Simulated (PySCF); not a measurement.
vinyl chloride (C$_{2}$H$_{3}$Cl), singlet, geometry from GFN2-xTB; MP2/aug-cc-pVDZ (PySCF).

PySCF was given this input:
```python
from pyscf import gto, scf, mp

mol = gto.Mole()
mol.atom = '''
    C    -0.00166171    0.75402237   -0.00088725
    C     1.28837330    1.02145870   -0.01345388
    Cl   -0.62447944   -0.84989830    0.00694605
    H    -0.77301421    1.50855401    0.00553160
    H     2.03491225    0.24685501   -0.01961314
    H     1.63398290    2.03997571   -0.01795455
'''
mol.basis = 'aug-cc-pvdz'
mol.verbose = 4
mol.build()

mf = scf.RHF(mol)
mf.kernel()

pt = mp.MP2(mf, frozen=7)
pt.kernel()
print('E(MP2) = %.10f' % pt.e_tot)
mf.analyze()
```

Predict the main parts of the log of this PySCF run.


```
PySCF version 2.14.0

[INPUT] verbose = 4
[INPUT] num. atoms = 6
[INPUT] num. electrons = 32
[INPUT] charge = 0
[INPUT] spin (= nelec alpha-beta = 2S) = 0
[INPUT] symmetry False subgroup None
[INPUT] Mole.unit = angstrom
[INPUT] Symbol           X                Y                Z      unit          X                Y                Z       unit  Magmom
[INPUT]  1 C     -0.001661710000   0.754022370000  -0.000887250000 AA   -0.003140176798   1.424895771095  -0.001676659504 Bohr   0.0
[INPUT]  2 C      1.288373300000   1.021458700000  -0.013453880000 AA    2.434672683202   1.930277190554  -0.025424148513 Bohr   0.0
[INPUT]  3 Cl    -0.624479440000  -0.849898300000   0.006946050000 AA   -1.180095112022  -1.606075020733   0.013126132148 Bohr   0.0
[INPUT]  4 H     -0.773014210000   1.508554010000   0.005531600000 AA   -1.460785147297   2.850753923014   0.010453209031 Bohr   0.0
[INPUT]  5 H      2.034912250000   0.246855010000  -0.019613140000 AA    3.845426840022   0.466488361377  -0.037063463043 Bohr   0.0
[INPUT]  6 H      1.633982900000   2.039975710000  -0.017954550000 AA    3.087780173223   3.854995392665  -0.033929182190 Bohr   0.0

nuclear repulsion = 89.4438574047141
number of shells = 39
number of NR pGTOs = 153
number of NR cGTOs = 100
basis = aug-cc-pvdz
ecp = {}

******** <class 'pyscf.scf.hf.RHF'> ********
method = RHF
initial guess = minao
damping factor = 0
level_shift factor = 0
DIIS = <class 'pyscf.scf.diis.CDIIS'>
diis_start_cycle = 1
diis_space = 8
diis_damp = 0
SCF conv_tol = 1e-09
SCF conv_tol_grad = None
SCF max_cycles = 50
direct_scf = True
direct_scf_tol = 1e-13
Set gradient conv threshold to 3.16228e-05
Initial guess from minao.
init E= -537.403600711916
  HOMO = -0.259745900232565  LUMO = 0.0363172504820262  gap/eV = 8.05629
cycle= 1 E= -536.920868287917  delta_E= 0.483  |g|= 0.359  |ddm|= 3.43
  HOMO = -0.399100967338608  LUMO = 0.0309657020796794  gap/eV = 11.70271
cycle= 2 E= -536.957052230827  delta_E= -0.0362  |g|= 0.194  |ddm|= 0.703
  HOMO = -0.372344059187262  LUMO = 0.036183948469116  gap/eV = 11.11661
cycle= 3 E= -536.966644936569  delta_E= -0.00959  |g|= 0.0421  |ddm|= 0.329
  HOMO = -0.372463845753015  LUMO = 0.0368709590277021  gap/eV = 11.13857
cycle= 4 E= -536.96753686259  delta_E= -0.000892  |g|= 0.0115  |ddm|= 0.146
  HOMO = -0.373459243947301  LUMO = 0.0365744771547494  gap/eV = 11.15759
cycle= 5 E= -536.967589550498  delta_E= -5.27e-05  |g|= 0.00367  |ddm|= 0.0236
  HOMO = -0.373079955074765  LUMO = 0.0365657296359578  gap/eV = 11.14703
cycle= 6 E= -536.967601316103  delta_E= -1.18e-05  |g|= 0.00145  |ddm|= 0.0123
  HOMO = -0.373139997005996  LUMO = 0.036581872638791  gap/eV = 11.14910
cycle= 7 E= -536.967602860754  delta_E= -1.54e-06  |g|= 0.000297  |ddm|= 0.00594
  HOMO = -0.373109020332481  LUMO = 0.0365815824186644  gap/eV = 11.14825
cycle= 8 E= -536.967602928433  delta_E= -6.77e-08  |g|= 7.95e-05  |ddm|= 0.00115
  HOMO = -0.373115034115147  LUMO = 0.0365818379970664  gap/eV = 11.14842
cycle= 9 E= -536.967602932667  delta_E= -4.23e-09  |g|= 2.69e-05  |ddm|= 0.00022
  HOMO = -0.373113556092628  LUMO = 0.0365814724039852  gap/eV = 11.14837
cycle= 10 E= -536.967602933265  delta_E= -5.98e-10  |g|= 8.48e-06  |ddm|= 0.000115
  HOMO = -0.373114134233286  LUMO = 0.0365812890496633  gap/eV = 11.14838
Extra cycle  E= -536.967602933307  delta_E= -4.23e-11  |g|= 3.63e-06  |ddm|= 2.06e-05
converged SCF energy = -536.967602933307

******** <class 'pyscf.mp.mp2.RMP2'> ********
nocc = 9, nmo = 93
frozen orbitals 7
E(RMP2) = -537.392338812046  E_corr = -0.424735878738659
E(SCS-RMP2) = -537.385649590645  E_corr = -0.418046657337888
E_corr(same-spin) = -0.105734304402119
E_corr(oppo-spin) = -0.31900157433654
E(MP2) = -537.3923388120
**** SCF Summaries ****
Total Energy =                        -536.967602933306921
Nuclear Repulsion Energy =              89.443857404714123
One-electron Energy =                 -916.402007098094828
Two-electron Energy =                  289.990546760073755
Two-electron Coulomb Energy =          328.965465008803392
DFT Exchange-Correlation Energy =      -38.974918248729637
HOMO-LUMO gap [eV] =                    11.148380313579617
**** MO energy ****
MO #1   energy= -104.840512426718  occ= 2
MO #2   energy= -11.3075931069584  occ= 2
MO #3   energy= -11.2526729439357  occ= 2
MO #4   energy= -10.5672669838814  occ= 2
MO #5   energy= -8.03510238877368  occ= 2
MO #6   energy= -8.03164500263195  occ= 2
MO #7   energy= -8.03162319162636  occ= 2
MO #8   energy= -1.16571407546378  occ= 2
MO #9   energy= -1.02022889380106  occ= 2
MO #10  energy= -0.796681649543566 occ= 2
MO #11  energy= -0.667027662039179 occ= 2
MO #12  energy= -0.619353832629531 occ= 2
MO #13  energy= -0.532036384097501 occ= 2
MO #14  energy= -0.514349150400034 occ= 2
MO #15  energy= -0.455542149545775 occ= 2
MO #16  energy= -0.373114134233286 occ= 2
MO #17  energy= 0.0365812890496633 occ= 0
MO #18  energy= 0.048215975735205  occ= 0
MO #19  energy= 0.0561101055505824 occ= 0
MO #20  energy= 0.0918915941190344 occ= 0
MO #21  energy= 0.0945130541681388 occ= 0
MO #22  energy= 0.123713089650458  occ= 0
MO #23  energy= 0.124058453267429  occ= 0
MO #24  energy= 0.148075161117133  occ= 0
 ** Mulliken pop on meta-lowdin orthogonal AOs  **
 ** Mulliken pop  **
 ** Mulliken atomic charges  **
charge of    0C =     -0.06041
charge of    1C =     -0.21906
charge of    2Cl =     -0.07946
charge of    3H =      0.12240
charge of    4H =      0.11772
charge of    5H =      0.11881
Dipole moment(X, Y, Z, Debye):  0.73115,  1.49800, -0.00873
```
